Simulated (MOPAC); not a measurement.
Input for MOPAC: PM3 on BH3Se (SMILES B[SeH]), a point of a bond scan (R = 3.389 Å).

```
PM3 1SCF PRECISE CHARGE=0 THREADS=1
BH3Se

B      0.45012458 1    -0.03983348 1    -1.50253169 1
H     -0.28917233 1    -0.55999492 1    -2.27043345 1
H      1.48655015 1     0.43721308 1    -1.81939992 1
Se    -0.13171131 1    -0.01087557 1     0.31515847 1
H      2.54064756 1     1.60509109 1     1.63063296 1
```

It printed:

```
*******************************************************************************
 **                                                                           **
 **                              MOPAC v23.2.5                                **
 **                                                                           **
 *******************************************************************************
 ** MOPAC's Digital Object Identifier: https://doi.org/10.5281/zenodo.6511958 **
 **                                                                           **
 ** Please cite the open-source release paper for use of this MOPAC version:  **
 ** J. E. Moussa and J. J. P. Stewart (2026)                                  **
 ** MOPAC: An open-source semiempirical molecular orbital program             **
 ** J. Open Source Softw., 11(119), 8025, https://doi.org/10.21105/joss.08025 **
 *******************************************************************************

                              PM3 CALCULATION RESULTS

 *******************************************************************************
 *  PM3        - The PM3 Hamiltonian to be used
 *
 *
 *
 *                 CHARGE ON SYSTEM = 0
 *
 *
 *
 *  PRECISE    - TIGHTER CRITERIA TO BE USED
 *  1SCF       - DO 1 SCF AND THEN STOP
 *  THREADS=1  - MULTI-THREADING NOT USED
 *  T=         - A TIME OF 172800.0 SECONDS REQUESTED
 *  DUMP=N     - RESTART FILE WRITTEN EVERY 7200.0 SECONDS REQUESTED
 *******************************************************************************
PM3 1SCF PRECISE CHARGE=0 THREADS=1
 BH3Se

   ATOM   CHEMICAL          X               Y               Z
  NUMBER   SYMBOL      (ANGSTROMS)     (ANGSTROMS)     (ANGSTROMS)

     1       B          0.45012458  *  -0.03983348  *  -1.50253169  *
     2       H         -0.28917233  *  -0.55999492  *  -2.27043345  *
     3       H          1.48655015  *   0.43721308  *  -1.81939992  *
     4      Se         -0.13171131  *  -0.01087557  *   0.31515847  *
     5       H          2.54064756  *   1.60509109  *   1.63063296  *



          CARTESIAN COORDINATES

    NO.       ATOM           X           Y           Z

     1         B          0.4501     -0.0398     -1.5025
     2         H         -0.2892     -0.5600     -2.2704
     3         H          1.4866      0.4372     -1.8194
     4        Se         -0.1317     -0.0109      0.3152
     5         H          2.5406      1.6051      1.6306

  H: (PM3): J. J. P. STEWART, J. COMP. CHEM. 10, 209 (1989).
  B: (PM3): J. J. P. STEWART, J. MOL. MOD., 10, 155-164 (2004)
 Se: (PM3): J. J. P. STEWART, J. COMP. CHEM. 12, 320-341 (1991).

           Empirical Formula: H3 B Se  =     5 atoms



      MOLECULAR POINT GROUP   :   Cs


      RHF CALCULATION, NO. OF DOUBLY OCCUPIED LEVELS = 6


 -------------------------------------------------------------------------------
 PM3 1SCF PRECISE CHARGE=0 THREADS=1
 BH3Se



     1SCF WAS SPECIFIED, SO BFGS WAS NOT USED
     SCF FIELD WAS ACHIEVED


                              PM3 CALCULATION
                                                       MOPAC v23.2.5 Linux




          FINAL HEAT OF FORMATION =        163.58166 KCAL/MOL =     684.42568 KJ/MOL


          COSMO AREA              =        100.94 SQUARE ANGSTROMS
          COSMO VOLUME            =         80.69 CUBIC ANGSTROMS

          IONIZATION POTENTIAL    =          9.006150 EV
          HOMO LUMO ENERGIES (EV) =         -9.006 -4.106
          NO. OF FILLED LEVELS    =          6
          MOLECULAR WEIGHT        =         92.7937         POINT GROUP:  Cs

          MOLECULAR DIMENSIONS (Angstroms)

            Atom       Atom       Distance
            H     5    H     2     5.28335
           Se     4    H     3     2.66449
            B     1    H     5     0.00000


          SCF CALCULATIONS        =          1





   ATOM   CHEMICAL          X               Y               Z
  NUMBER   SYMBOL      (ANGSTROMS)     (ANGSTROMS)     (ANGSTROMS)

     1       B          0.45012458  *  -0.03983348  *  -1.50253169  *
     2       H         -0.28917233  *  -0.55999492  *  -2.27043345  *
     3       H          1.48655015  *   0.43721308  *  -1.81939992  *
     4      Se         -0.13171131  *  -0.01087557  *   0.31515847  *
     5       H          2.54064756  *   1.60509109  *   1.63063296  *

                             CARTESIAN COORDINATES

   1    B        0.450124580    -0.039833480    -1.502531690
   2    H       -0.289172330    -0.559994920    -2.270433450
   3    H        1.486550150     0.437213080    -1.819399920
   4   Se       -0.131711310    -0.010875570     0.315158470
   5    H        2.540647560     1.605091090     1.630632960


           Empirical Formula: H3 B Se  =     5 atoms



      MOLECULAR POINT GROUP   :   Cs


                  EIGENVALUES
 -22.94515 -16.57166 -14.20209 -11.27548 -10.28779  -9.00615  -4.10564   0.15873
   0.32569   4.23797   4.44001


              NET ATOMIC CHARGES AND DIPOLE CONTRIBUTIONS

  ATOM NO.   TYPE          CHARGE      No. of ELECS.   s-Pop       p-Pop
    1          B          -0.278959        3.2790     1.06621     2.21275
    2          H           0.064839        0.9352     0.93516
    3          H           0.057610        0.9424     0.94239
    4         Se           0.009131        5.9909     1.90209     4.08878
    5          H           0.147379        0.8526     0.85262
 DIPOLE           X         Y         Z       TOTAL
 POINT-CHG.     1.511     1.136     1.971     2.731
 HYBRID         0.465     0.067    -0.953     1.063
 SUM            1.976     1.203     1.018     2.527


          ATOMIC ORBITAL ELECTRON POPULATIONS

     Atom    s        px        py        pz
    1  B   1.06621   0.84564   0.42703   0.94008
    2  H   0.93516
    3  H   0.94239
    4 Se   1.90209   1.32068   1.62003   1.14807
    5  H   0.85262

 **********************
 *                    *
 * JOB ENDED NORMALLY *
 *                    *
 **********************




 == MOPAC DONE ==
```

The run finished.

Cost: around 0.020 core-seconds (rough).
